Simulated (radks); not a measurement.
Values are calculated unless marked as measured or tabulated.
He II, configuration 4p1 (not the ground configuration). Level of theory: Dirac Kohn-Sham, LDA (Slater exchange, Perdew-Wang correlation), spin-unpolarised, spherical densities, finite nucleus; open shells fill j = l - 1/2 first; Gaussian nuclear charge, rms radius 1.6755 fm (a radial shooting solver on a logarithmic mesh with Libxc functionals).

Unscreened Slater integrals over Kohn-Sham orbitals (hartree). Large and small components are both included. Empty in this configuration: 4p3/2.

| integral | value |
|---|---|
| F0(4p1/2,4p1/2) | 0.078740 |
| F0(4p1/2,4p3/2) | 0.078740 |
| G2(4p1/2,4p3/2) | 0.041108 |
| F0(4p3/2,4p3/2) | 0.078740 |
| F2(4p3/2,4p3/2) | 0.041107 |
